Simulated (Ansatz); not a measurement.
Reaction (substitution at a C–C bond): `C=CC1CC1` + `B[NH][GeH3]` → `B[N]([GeH3])C=C` + `C1CC1`

Program: Ansatz. Geometries: PBE0-D4/def2-TZVP. ΔE: electronic, gas phase. CBS: MP2 limit from def2 TZ/QZ plus the TZ coupled-cluster correction, frozen cores. Functionals use def2-TZVPP. B3LYP here is the variant with VWN-RPA as its local correlation; programs differ in this. For Ge outer-core shells are correlated without core-valence functions, which leaves a few kJ/mol of doubt a bond. Scalar relativity is left out up to krypton. One conformer a species, not always the lowest.

```tsv
level	ΔE (kJ/mol)	difference from CCSD(T)/CBS
r2SCAN-D4	18.0	-0.8
PBE0-D4	17.4	-1.4
B3LYP-D4	16.7	-2.1
PBE	18.6	-0.2
r2SCAN	18.6	-0.2
CCSD/def2-TZVPP	20.9	2.1
CCSD(T)/def2-TZVPP	19.0	0.2
MP2/def2-QZVPP	18.9	0.1
MP2/CBS(def2)	18.7	-0.1
CCSD/CBS(def2)	20.6	1.8
CCSD(T)/CBS	18.8	0
```

Largest T1 diagnostic among the species: 0.013.

The D4 term adds −5.1 kJ/mol with B3LYP and −2.6 kJ/mol with PBE0; it sums over pairs of atoms, weighted by their polarisabilities, and B3LYP, whose exchange is more repulsive, gets the larger term. In def2-TZVPP, CCSD(T) changes the Hartree–Fock value by −8.8 kJ/mol (the triples alone add −1.9 kJ/mol) and MP2 by −8.9 kJ/mol.
